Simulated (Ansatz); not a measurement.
`N[SiH]1[SiH2]S1` + H–F → `F[SiH]1[SiH2]S1` + NH₃  (ligand exchange at the Si–N bond)

Computed with Ansatz on PBE0-D4/def2-TZVP structures; ΔE is electronic, products minus reactants. CCSD(T)/CBS is the MP2 limit (def2-TZVPP, def2-QZVPP) plus CCSD(T) − MP2 in def2-TZVPP, frozen cores. This one scheme is used for every species. DFT in def2-TZVPP. One conformer a species, not always the lowest.

| level | ΔE (kcal/mol) |
| --- | --- |
| BLYP | -20.2 |
| r2SCANh | -18.3 |

**Question.** What does CCSD(T)/CBS give? (Best estimate.)

**Answer.** The calculation gave: -16.8 kcal/mol. The listed levels differ from it by -3.4, -1.5 kcal/mol.

Largest T1 diagnostic among the species: 0.014.

From r2SCAN to r2SCAN0 (25 % exact exchange), in def2-TZVPP and without D4, ΔE moves by +0.8 kcal/mol. In def2-TZVPP, CCSD(T) changes the Hartree–Fock value by +3.1 kcal/mol (the triples alone add +0.4 kcal/mol) and MP2 by +3.9 kcal/mol.
